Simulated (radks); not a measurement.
Results of a calculation; reference values are marked as such.
Spherical quantum dot in the effective-mass picture: electrons in a hard-walled sphere of radius 2.7, with a point charge +2 (a donor) at the centre, all in effective atomic units (hartree* = m*/eps^2 hartree, bohr* = eps/m* bohr), one dielectric constant everywhere. Level of theory: non-relativistic Kohn-Sham, LDA (Slater exchange, Perdew-Wang correlation), spin-polarised, spherical densities (a radial shooting solver with Libxc functionals). Levels are named by radial order and angular momentum (1s, 1p, 1d, 2s, ...), and open shells are averaged over m.

N = 39, configuration 1s2 1p6 1d10 2s2 1f14 1g(up 5, down 0). This is the lowest configuration that the search found. Occupied and some empty levels:

level    occupation  eigenvalue (hartree*)  <r> (bohr*)
1s up             1                 18.001        1.701
1s down           1                 18.050        1.682
1p up             3                 18.425        1.893
1p down           3                 18.484        1.888
1d up             5                 19.043        1.961
1d down           5                 19.107        1.959
2s up             1                 19.405       0.9907
2s down           1                 19.423        1.005
1f up             7                 19.880        2.013
1f down           7                 19.946        2.012
1g up             5                 20.922        2.055
1g down           0                 20.990        2.055
2p up             0                 21.426        1.346
2p down           0                 21.450        1.346
1h up             0                 22.158        2.091
1h down           0                 22.227        2.091
3s up             0                 22.482        1.311
3s down           0                 22.510        1.312
2d up             0                 22.986        1.515
2d down           0                 23.017        1.514

Energy (hartree*): total 407.056, kinetic 119.77, external -46.592, Hartree 361.27, exchange-correlation -27.398.

Electron density:

r (bohr*)  n(r) (e/bohr*^3)
0.146                 2.679
0.280                 1.600
0.414                0.9726
0.549                0.6053
0.683                0.3921
0.817                0.2756
0.952                0.2254
1.09                 0.2261
1.22                 0.2705
1.35                 0.3548
1.49                 0.4745
1.62                 0.6157
1.76                 0.7557
1.89                 0.8587
2.03                 0.8789
2.16                 0.7827
2.29                 0.5719
2.43                 0.3031
2.56                0.08362
2.70              0.0002094
